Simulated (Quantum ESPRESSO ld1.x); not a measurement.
Results of a calculation; reference values are marked as such.
One sound ld1.x (Quantum ESPRESSO 7.5) input for the iodine ion I3+ gives E = -7108.4231 hartree in 31 iterations:

```
 &input
    zed=53.0,
    iswitch=1,
    rel=1,
    lsd=1,
    dft='SLA-VWN',
    config='[Kr] 4d10 5s2 5p2',
    prefix='ld1',
    max_out_wfc=37,
    file_charge='ld1.rho',
 /
```

Changed or added lines, one case at a time, and what came of them:

- beta=0.01: not converged. So little new potential is mixed in that the limit of 200 iterations comes first; the energy is off by -0.0003825 hartree.
- rel=2: refused. The program stops in ld1_readin with "local spin density and spin-orbit not allowed": spin polarisation goes with rel = 0 or 1 alone.
- atom='I': harmless. atom and zed name the same element, and the result equals that of the sound run.
- atom='D2' (without zed): crashed. The symbol names no element; the program warns, takes a nuclear charge of zero and dies without a result.
- dft='HF': refused. The program stops in ld1_setup with "HF not implemented yet": ld1.x has no Hartree-Fock; KLI and OEP are its exact-exchange options.
- tr2=1e-22: usable despite the warning. The threshold lies below the rounding noise, so the cycle runs to its limit and warns, but the energy differs from the sound run by less than 1e-5 hartree.
- xmin=-12.0: usable despite the warning. The mesh starts very near the nucleus, where rounding noise provokes warnings (final residual 7e-15); the energy differs from the default mesh by -2.2e-05 hartree, which is rather the error of the default start.
